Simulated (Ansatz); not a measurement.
Gas-phase electronic energies from Ansatz, PBE0-D4/def2-TZVP geometries. CCSD(T)/CBS adds triple-zeta CCSD(T) − MP2 to the extrapolated MP2 energy (def2 sets, frozen cores). This one scheme is used for every species. Elements past krypton have def2 core potentials. For I outer-core shells are correlated without core-valence functions, which leaves a few kJ/mol of doubt a bond. Each species was taken in one conformer, which may not be the lowest.

Consider the redistribution: `CBI` + `CCS[SiH3]` → `CBSCC` + `[SiH3]I`.

```csv
species,CCSD(T)/CBS(def2) energy (Eh)
`CBI`,-362.71826
`CCS[SiH3]`,-767.79185
`CBSCC`,-542.18088
`[SiH3]I`,-588.34840
```

(1) Work out ΔE.

Largest T1 diagnostic among the species: 0.012.

Results:

(1) ΔE = (-542.18088) + (-588.34840) − (-362.71826) − (-767.79185) = -0.01917 Eh = -50.3 kJ/mol.

In def2-TZVPP, CCSD(T) changes the Hartree–Fock value by +4.2 kJ/mol (the triples alone add +0.6 kJ/mol) and MP2 by +4.5 kJ/mol.
